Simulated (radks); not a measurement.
Results of a calculation; reference values are marked as such.
Question: Er2+, configuration [Xe] 4f12. Code: a radial shooting solver on a logarithmic mesh with Libxc functionals. Model: scalar-relativistic Kohn-Sham, XLYP, spin-polarised, spherical densities, finite nucleus; open shells are filled with parallel spins first (spin-orbit coupling, left out, can overturn this in heavy ions); Fermi nuclear charge, rms radius 5.2516 fm. Some entries of the table are withheld. Estimate them.

orbital  occ.  eigenvalue (hartree)  <r^2> (bohr^2)
1s up       1             -2108.928       0.0005679
1s down     1             -2108.928       0.0005679
2s up       1             -354.7441        0.008834
2s down     1             -354.7433        0.008834
2p up       3             -313.8675        0.007185
2p down     3             -313.8669        0.007185
3s up       1             -79.89448         0.05804
3s down     1             -79.86359         0.05802
3p up       3             -67.45709         0.05843
3p down     3             -67.42625         0.05840
3d up       5             -51.87248         0.04875
3d down     5             -51.84890         0.04871
4s up       1             -16.19995          0.2915
4s down     1             -16.13347          0.2916
4p up       3             -12.10881          0.3307
4p down     3             -12.04350          0.3308
4d up       5              -6.62690          0.3957
4d down     5              -6.56304          0.3963
5s up       1              -2.44769           1.758
5s down     1              -2.41741           1.774
5p up       3              -1.50471             (1)
5p down     3              -1.48318             (2)
4f up       7              -0.66377          0.9033
4f down     5              -0.60876          0.9573

Answer: 
(1) 5p up <r^2> (bohr^2): 2.510
(2) 5p down <r^2> (bohr^2): 2.542
